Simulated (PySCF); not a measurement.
**Excitation energy of Yb by level of theory**

Yb [Xe] 4f14 6s2 (1S) → Yb [Xe] 4f13 5d1 6s2 (high-spin determinant), as a difference of total energies. Computed with PySCF 2.14 in def2-SVP with the def2 core potential (28 electrons) (10s7p4d3f1g, 81 functions), with a scalar-relativistic core potential. Correlated levels: valence: 4s2 4p6 4d10 frozen. The calculations carry no spin-orbit coupling.

```csv
method,excitation energy (eV)
UHF,0.577
MP2 (valence),4.393
SCS-MP2 (valence),3.849
CCSD (valence),2.805
CCSD(T) (valence),3.178
```

Problem. How much does correlation contribute at CCSD(T) (valence)?

Solution. 3.178 − (0.577) = 2.601 eV, measured against UHF.

The determinant of the upper state mixes LS terms, which raises its energy above the lowest term, most at the Hartree-Fock and MP2 levels.
